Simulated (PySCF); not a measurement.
## MF2+ across the fifth-period p block

Level: PBE0, basis family def2-TZVP, scalar-relativistic core potentials from Rb on and no relativity for lighter atoms.

Each entry is the lowest minimum that a search over a few typed start shapes (and spin states, where more than one is plausible) found, or that minimum re-optimised at the stated level; isomers with ligand–ligand bonds, or fragments after loss of a ligand pair, can lie lower. Open shells are unrestricted; no spin–orbit coupling; PySCF with density fitting.

```json
{"molecule": "InF₂⁺", "2S+1": "1", "point group": "D∞h", "mean bond to the central atom (Å)": "1.842", "dipole (D)": "0.00", "lowest ω (cm⁻¹)": "147", "highest ω (cm⁻¹)": "784"}
{"molecule": "SbF₂⁺", "2S+1": "1", "point group": "C2v", "mean bond to the central atom (Å)": "1.838", "dipole (D)": "3.62", "lowest ω (cm⁻¹)": "228", "highest ω (cm⁻¹)": "743"}
{"molecule": "IF₂⁺", "2S+1": "1", "point group": "C2v", "mean bond to the central atom (Å)": "1.825", "dipole (D)": "2.58", "lowest ω (cm⁻¹)": "232", "highest ω (cm⁻¹)": "736"}
```

The bond shortens at every step; the largest change, -0.013 Å, falls between SbF₂⁺ and IF₂⁺ among the members listed.

The shape changes along the series: D∞h for InF₂⁺; C2v for SbF₂⁺ and IF₂⁺.

Left out of the table are members whose search was unfinished or whose lowest solution was spin-contaminated, unstable, very soft or bonded differently.
